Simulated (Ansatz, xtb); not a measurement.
## A geometry optimisation of AlClFH2Si with r2SCAN-D4/def2-SVP

The starting geometry of this gas-phase doublet has its atoms placed at random.

| atom | x (Å) | y (Å) | z (Å) |
| --- | --- | --- | --- |
| Al | 0.4030 | 0.0005 | -0.5186 |
| Cl | 1.4963 | 1.2721 | 0.6970 |
| F | -1.3472 | -0.9810 | 0.4796 |
| Si | -1.1816 | 1.8289 | 0.0003 |
| H | -0.8385 | -0.4479 | 0.6431 |
| H | 2.0828 | -0.4914 | 0.2656 |

Task: One run relaxed it with r2SCAN-D4/def2-SVP. What is a likely outcome?

Result: It ends as a structure with Cl2 bridging Al1 and Si4, F3 bridging H5 and Al1, given below by its coordinates. Distances that change by over a tenth: Al1–Cl2 (2.07 → 2.28 Å), Al1–H5 (1.76 → 2.14 Å), Cl2–Si4 (2.82 → 2.49 Å), F3–H5 (0.75 → 1.01 Å). Contacts that close: Al1–F3 (2.24 → 1.99 Å), Al1–H6 (1.92 → 1.58 Å).

The energy falls by 5.90 eV over 15 steps:

| step | E − E(last) (eV) |
| --- | --- |
| 1 | 5.900 |
| 3 | 1.247 |
| 4 | 0.730 |
| 6 | 0.195 |
| 7 | 0.122 |
| 9 | 0.063 |
| 10 | 0.024 |
| 12 | 0.004 |
| 13 | 0.000 |
| 15 | 0.000 |

Final geometry (Å):

```
atom    x (Å)    y (Å)    z (Å)
  Al   0.6506  -0.0301  -0.2679
  Cl   0.9982   1.6172   1.2705
   F  -0.7061  -1.0026   0.8130
  Si  -0.8612   1.8601  -0.3691
   H  -1.2991  -0.2109   0.6067
   H   1.8324  -1.0524  -0.4862
```

From the same start GFN2-xTB ends elsewhere, differing in Al1–F3 (2.57 against 1.99 Å here), Cl2–Si4 (3.70 against 2.49 Å here).

From so rough a start the end depends on the optimiser's path, so another program may land elsewhere. The end wasn't checked by frequencies. Open shells are spin-unrestricted. Run with Ansatz 0.2.0, 110 s on 1 thread of Intel(R) Xeon(R) 6975P-C (Granite Rapids), with other jobs on the host.
